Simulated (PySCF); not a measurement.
Copper: a sound run and one with changed settings

Sound run: Cu⁺ [Ar] 3d10, Cu²⁺ [Ar] 3d9. Computed with PySCF 2.14 in def2-SVP (5s3p2d1f, 31 functions), with the non-relativistic Hamiltonian (point nucleus). In the sound run the correlated levels freeze [Ar]. The sound run starts from symmetry-adapted Hartree-Fock orbitals and uses a fine grid where one is needed.

Changed run: all electrons correlated in a basis built for the valence shell.

| species | method | sound run (hartree) | changed run (hartree) | converged |
| --- | --- | --- | --- | --- |
| Cu⁺ | MP2 | -1638.72830 | -1638.80307 | yes |
| Cu²⁺ | MP2 | -1637.98538 | -1638.06115 | yes |

Ionisation energy of Cu⁺:

```json
{"method": "UHF", "sound run (eV)": "17.454", "changed run (eV)": "17.454"}
{"method": "MP2", "sound run (eV)": "20.216", "changed run (eV)": "20.189"}
{"method": "SCS-MP2", "sound run (eV)": "19.863", "changed run (eV)": "19.798"}
```

A valence basis has no tight correlating functions, so it recovers only part of the core correlation, and not evenly between atom and ion.

For comparison, NIST gives 20.292 eV between the lowest levels.
